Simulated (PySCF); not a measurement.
Relaxation of sextet OsS₂⁻

Method: UPBE0/[Os def2-TZVPD with ECP60, S def2-TZVPD], scalar-relativistic core potentials, density fitting, no spin–orbit coupling, PySCF. A (50,194) grid was used.

A hand-made side-on start, of C2v symmetry, held to at least that symmetry:

```xyz
3
charge -1 multiplicity 6, angstrom
Os    0.0000    0.0000   -0.5359
S     1.0000    0.0000    1.6088
S    -1.0000    0.0000    1.6088
```

Problem. What does it relax to?

Solution. It ends at C2v with Os–S 2.323 Å (×2), S–S 2.131 Å; Os–S–S 62.7° (×2), S–Os–S 54.6°. A frequency run shows a minimum. Other isomers or separated fragments may lie lower.

Problem. How much energy is released, and in how many steps?

Solution. 11.2 kJ/mol in 5 steps.

Other spin states or occupations of the open shell can lie lower. With an element this heavy the missing spin–orbit coupling can shift these numbers.

The relaxation took of the order of 3 core-minutes on a shared host.
